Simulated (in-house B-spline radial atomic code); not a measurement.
# RPA and G0W0 on B3LYP (VWN-RPA): Cd2+

Configuration [Kr] 4d10, mean-field start B3LYP (VWN-RPA). Computed with an all-electron radial atomic-structure program (B-spline basis): all electrons, scalar-relativistic (spin-free one-electron X2C), finite nucleus, each spin shell either full or empty, empty states to l = 9 with an (l + 1/2)⁻⁴ tail; G0W0 by contour deformation at full frequency.

Command:
```bash
python run_gw.py task.json out
```
Settings (radii: box in bohr, nucleus in fm):
```
Z                        48
electrons                46
configuration            [Kr] 4d10
hamiltonian              x2c
method                   b3lyp
lmax                     9
rms_radius               4.6087
spin_polarised           False
box_radius               17.55
intervals                69
```

Time taken, with all properties: 1.9 s on 1 thread of AMD EPYC 9R45 96-Core Processor, on a shared host.

Energies (hartree):

```csv
term,value
mean-field total,-5593.14590
Hartree-Fock functional on these orbitals,-5590.52547
direct second order,-4.0422
second-order exchange,1.1215
SOSEX correction,1.0448
```

Q: What is the RPA correlation energy, and what remains with SOSEX?

A: RPA gives -3.5553 hartree (-2.1 eV per electron); RPA + SOSEX gives -2.5105, and the second-order doubles -2.9207 hartree (no singles). RPA lacks exchange-type terms and so overcorrelates at short range.

Quasi-particle levels (eV):

```tsv
level	occupied	mean field	Σx - vxc	Σc	QP weight	G0W0
4d	yes	-32.26	-6.21	?	?	?
5s	no	-20.553	5.21	-1.90	0.966	-17.238
```

G0W0 = mean field + (Σx - vxc) + Σc, with Σc (partial-wave tail included) taken at the quasi-particle energy. Only the outer levels were computed. Levels of low weight are left out.

Q: Where does G0W0 put 4d?

A: At -38.03 eV, with Σc = 0.44 eV and a quasi-particle weight of 0.918. The tabulated removal energy is 37.468 ± 0.006 eV (NIST, measured); the calculation leaves out spin-orbit coupling, Breit and QED terms, and what these don't explain is the method's own error.
